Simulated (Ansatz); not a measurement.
Input for Ansatz (a first-principles code): U-r2SCAN/def2-TZVPP on NaAl+, 2S+1 = 2, a spin state set in the input, which need not be the lowest, a point of a bond scan (R = 3.384 Å). Charge +1.

Ansatz 0.2 input:
```yaml
crystal:
  periodic: [false, false, false]
  atoms:
    - {symbol: Na, position_ang: [0.00000000, 0.00000000, 0.00000000]}
    - {symbol: Al, position_ang: [0.00000000, 0.00000000, 3.38401100]}
basis:
  gaussian:
    orbitals: def2-TZVPP
    pivot_positions_ang: [[0.00000000, 0.00000000, 0.00000000], [0.00000000, 0.00000000, 3.38401100]]
hamiltonian:
  xc: {name: r2SCAN}
total_charge: 1
magnetization: {spin_polarized: true, initial_magnetization: 1}
output: {forces: true, orbitals: {seedname: ./end}}
```

The head of its log:

```
WARN ansatz: RAYON_NUM_THREADS=2 ignored (pool sized by the plan → 2); use --threads N
Functional definition: r2SCAN
integrals: 0.02 GiB planned
546 factors; their error is unknown
mean field: 0.22 GiB planned
mean field evaluation 1: about -11004.3364 eV, gradient 7.0e0 eV
mean field evaluation 2: about -11004.7434 eV, gradient 4.9e0 eV
```

Q: What total energy does the run end on?

A: -404.4201 hartree.
